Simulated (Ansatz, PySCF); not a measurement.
System: B₂H₃, charge -1, multiplicity 1. SMILES: [BH-]B
Structure (B3LYP-D3(BJ)/def2-TZVP (Ansatz, an electronic-structure program) minimum search):
```
B
H 1 1.2141
H 1 1.2141 2 116.07
B 1 1.5222 2 121.97 3 -180.00
H 4 1.1910 3 154.56 1 -180.00
```
Charge -1, spin multiplicity 1.

Unscaled harmonic wavenumbers (cm⁻¹) in rising order, each level at the stationary point that it reaches from this structure (no distance between atoms moves by over 0.3 Å); the order of modes can differ between levels, and a negative number is imaginary. B3LYP-D3(BJ)/def2-TZVP (PySCF, at the structure above): 278, 407, 709, 890, 1008, 1219, 2426, 2452, 2651.

HF/6-31G* (Ansatz): 417, 491, 863, 953, 1104, 1331, 2489, 2497, 2737. Zero-point energy 18.4 against 17.2 kcal/mol; where all levels lie over 400 cm⁻¹, the wavenumbers are on average 1.095 times those of B3LYP-D3(BJ)/def2-TZVP.

B3LYP/6-31G* (Ansatz): 308, 402, 730, 927, 1029, 1245, 2416, 2436, 2627. Zero-point energy 17.3 against 17.2 kcal/mol; where all levels lie over 400 cm⁻¹, the wavenumbers are on average 1.010 times those of B3LYP-D3(BJ)/def2-TZVP.
